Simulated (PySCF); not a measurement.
## Calculated data, BGeH5N2

Computed with PySCF 2.14.0. Calculation on a computer-drawn molecule: the log of a Hartree-Fock and frozen-core CCSD(T) single point meant for a local Hartree-Fock minimum, with one planted fault or none, to be diagnosed. Offsets are logged minus clean, where the clean run is the same molecule without the fault. The reference is restricted for singlets and unrestricted otherwise, and also for a bond in bohr or an excited solution. Adding or removing an electron swaps singlet and doublet. The excited solution moves the top pair (singlet) or top alpha electron (doublet) to the lowest empty orbital. Highest occupied and lowest empty are orbital energies over both spins, largest force is the largest gradient component, triples share is (T) over the correlation energy, the T1 limit is 0.02 restricted and 0.045 unrestricted, electrons count all cores, a negative frequency is imaginary (commonest isotopes), and the dipole is about the centre of nuclear charge; on germanium a core potential holds 10 electrons, which the energies leave out, and 3d is frozen in MP2 and coupled-cluster steps.

## BGeH5N2

Logged structure:
```xyz
9
BGeH5N2
N     -0.7884     0.7617     1.6454
B     -0.0357     0.5395     0.6743
N      0.8569     0.3983    -0.3826
Ge     0.7870     1.2774    -2.0148
H     -1.5921     0.5108     2.1617
H      1.6575    -0.1792    -0.2056
H      1.0068     0.2441    -3.1204
H      1.8855     2.3396    -2.0815
H     -0.5959     1.9099    -2.1079
```

- meant charge: 0
- meant multiplicity: 1
- meant basis: cc-pVDZ
- meant basis and core potential on germanium: cc-pVDZ-PP ECP10MDF
- logged electrons: 56
- logged basis functions: 90
- logged SCF converged: yes
- logged spin squared: 0
- logged highest occupied: -10.11 eV
- logged lowest empty: 3.4083 eV
- logged largest force: 3.058e-05 hartree/bohr
- logged lowest frequency: 38.403 cm⁻¹
- logged T1 diagnostic: 0.014444
- logged D1 diagnostic: 0.042224
- logged triples share: 0.030642
- logged CC converged: yes
- logged dipole magnitude: 2.4613 debye
- logged SCF stable within its kind: yes
- logged energy HF: -429.91724 hartree
- logged energy CCSD(T): -430.47894 hartree
- possible faults: no fault, one electron removed, one electron added, multiplicity raised by two, geometry at a saddle point, SCF held on an excited solution, minimal basis STO-3G, one bond length entered in bohr, all coordinates scaled
- planted fault: no fault
- HF energy offset from clean run: 0 kcal/mol
- CCSD(T) energy offset from clean run: 0 kcal/mol

Drawn bonds:
| atom | other atom | order |
| --- | --- | --- |
| 1 | 2 | 2 |
| 2 | 3 | 1 |
| 3 | 4 | 1 |
| 1 | 5 | 1 |
| 3 | 6 | 1 |
| 4 | 7 | 1 |
| 4 | 8 | 1 |
| 4 | 9 | 1 |
